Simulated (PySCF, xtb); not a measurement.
BH₂, SMILES [BH2], multiplicity 2. Atoms are numbered in the order given.

```xyz
3

B      0.0000     0.0000     0.1454
H      0.0000    -1.0772    -0.3635
H      0.0000     1.0772    -0.3635
```
Charge 0, spin multiplicity 2.

Coordinates come from a PBE0-D3(BJ)/def2-TZVPD optimisation. The isomer is the one that the SMILES or the coordinates give; other isomers of the formula were not compared.

Computed with IEF-PCM-B3LYP/def2-TZVPD in PySCF.

The values are the electrostatic part of the solvation free energy, E(continuum) − E(gas) at the gas-phase geometry, in a cavity of scaled van der Waals radii (PySCF's table); cavitation and dispersion terms are not included. The dipole moment in vacuum is 0.47 D.

Q: Estimate the values in water (ε = 78.36), benzene (ε = 2.27), dichloromethane (ε = 8.93). (An estimate is asked for; the answer gives what the named calculation found.)

A: 
```
solvent              ε  ΔG(elec) (kcal/mol)  dipole (D)
---------------  -----  -------------------  ----------
water            78.36                 -0.7        0.60
benzene           2.27                 -0.3        0.52
dichloromethane   8.93                 -0.6        0.58
```

For comparison, GFN2-xTB/ALPB(water) (xtb, at the GFN2-xTB geometry, all terms of that model) gives -1.2 kcal/mol.
